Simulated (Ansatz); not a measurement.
Relaxation of ClH7O2W (11 atoms, charge 0, multiplicity 1), to a largest force component of 0.03 eV/Å in at most 50 steps.

All numbers below come from Ansatz 0.2.0, RKS PBE-D4/def2-SVP.

```xyz
11
Properties=species:S:1:pos:R:3:forces:R:3
W 0.095 -0.014 0.140 0.17 0.37 0.79
Cl -0.610 0.225 2.392 0.19 -0.05 -0.55
O 1.909 -0.541 -0.065 -0.06 0.01 0.00
H 2.171 -1.403 -0.439 0.00 0.02 0.01
H -0.092 1.422 -0.746 0.00 0.01 -0.01
H -1.309 -0.937 0.225 0.04 -0.03 -0.03
H -0.030 -1.426 -0.750 -0.06 0.00 0.03
H -0.897 -0.013 -1.224 -0.01 0.00 -0.03
O 1.902 2.124 1.529 -0.53 -0.48 0.22
H 2.656 1.505 1.473 0.01 -0.02 0.00
H 1.416 1.804 2.332 0.24 0.16 -0.43
```

Q: Where does it end, and by what steps?

A: The run converged. After 7 steps the energy has fallen by 0.375 eV; O9 moved furthest, 0.55 Å. Joined: W1–O9 (3.12 → 2.36 Å).

```csv
step,energy less start (eV),largest force component (eV/Å),accepted
0,0.0000,0.790,yes
1,-0.1046,0.969,yes
2,-0.2196,1.105,yes
3,-0.3364,0.869,yes
4,-0.3615,0.274,yes
5,-0.3721,0.137,yes
6,-0.3741,0.066,yes
7,-0.3747,0.024,yes
```

```xyz
11
Properties=species:S:1:pos:R:3
W 0.200 0.140 0.236
Cl -0.627 0.286 2.445
O 2.025 -0.441 0.005
H 2.190 -1.309 -0.404
H -0.026 1.536 -0.713
H -1.172 -0.837 0.295
H 0.057 -1.318 -0.590
H -0.788 0.056 -1.128
O 1.594 1.736 1.283
H 2.453 1.262 1.218
H 1.305 1.633 2.220
```

Whether the end is a true minimum wasn't checked by a vibrational analysis.

Run time: 24 s on 2 threads of Arm Neoverse V1, with other jobs on the host, peak memory 0.16 GiB.
